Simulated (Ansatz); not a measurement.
Consider the formal exchange of groups at a Te–C bond: `C[SiH2][Te]C` + SiH₄ → `C[SiH2][Te][SiH3]` + CH₄.

Calculated with Ansatz (gas phase, PBE0-D4/def2-TZVP geometries, no zero-point term in ΔE). CBS: MP2 limit from def2 TZ/QZ plus the TZ coupled-cluster correction, frozen cores. This one scheme is used for every species. Functionals use def2-TZVPP. def2 core potentials past Kr. For Te outer-core shells are correlated without core-valence functions, which leaves a few kJ/mol of doubt a bond. Each species was taken in one conformer, which may not be the lowest.

```json
{"level": "B97M-V", "ΔE (kcal/mol)": "-25.9"}
{"level": "r2SCANh-D4", "ΔE (kcal/mol)": "-27.3"}
{"level": "BHLYP-D4", "ΔE (kcal/mol)": "-26.8"}
{"level": "ωB97X-V", "ΔE (kcal/mol)": "-25.5"}
{"level": "B2PLYP", "ΔE (kcal/mol)": "-25.1"}
{"level": "r2SCANh", "ΔE (kcal/mol)": "-27.1"}
{"level": "r2SCAN0", "ΔE (kcal/mol)": "-27.6"}
{"level": "RPA@PBE/def2-TZVPP", "ΔE (kcal/mol)": "-22.7"}
```

Problem. What does CCSD(T)/CBS give? (Estimate.)

Solution. Ansatz gave: -25.6 kcal/mol. The listed levels differ from it by -0.3, -1.7, -1.2, 0.1, 0.5, -1.5, -2.0, 2.9 kcal/mol.

Largest T1 diagnostic among the species: 0.011.

Leaving LDA and LC-ωPBE aside and taking each functional with its dispersion term where it has one, the values, not all of them listed here, spread over 3.3 kcal/mol, from r2SCAN0-D4 to BLYP-D4. From BLYP to BHLYP (50 % exact exchange), in def2-TZVPP and without D4, ΔE moves by −1.8 kcal/mol. The D4 term adds −1.0 kcal/mol with B3LYP and −0.6 kcal/mol with PBE0; it sums over pairs of atoms, weighted by their polarisabilities, and B3LYP, whose exchange is more repulsive, gets the larger term.

B3LYP here is the variant with VWN-RPA as its local correlation; programs differ in this.

CCSD(T)/CBS has its own doubt, a few kJ/mol and more with outer-core shells, so smaller differences from it don't rank the levels.
